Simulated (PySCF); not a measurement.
Ge(F)2(SeH)2 (F2GeH2Se2), SMILES [F][Ge]([F])([SeH])[SeH].

The structure is a stationary point at B3LYP-D3(BJ)/def2-SVP. One conformer was computed; it need not be the lowest.

Calculation: CAM-B3LYP/def2-TZVP in PySCF.

Isolated molecule, no solvent.

- total energy: -7081.55583 hartree
- point group: C2
- highest occupied level: -9.13 eV
- lowest empty level: -1.00 eV
- orbital gap: 8.13 eV
- dipole moment: 3.21 D
- quadrupole, principal values (traceless, Buckingham form, about the centre of nuclear charge): -2.88, -1.39, 4.26 D·Å
- mean static polarisability: 79.9 bohr³ (11.84 Å³)
- polarisability, principal values: 62.1, 71.6, 106.0 bohr³
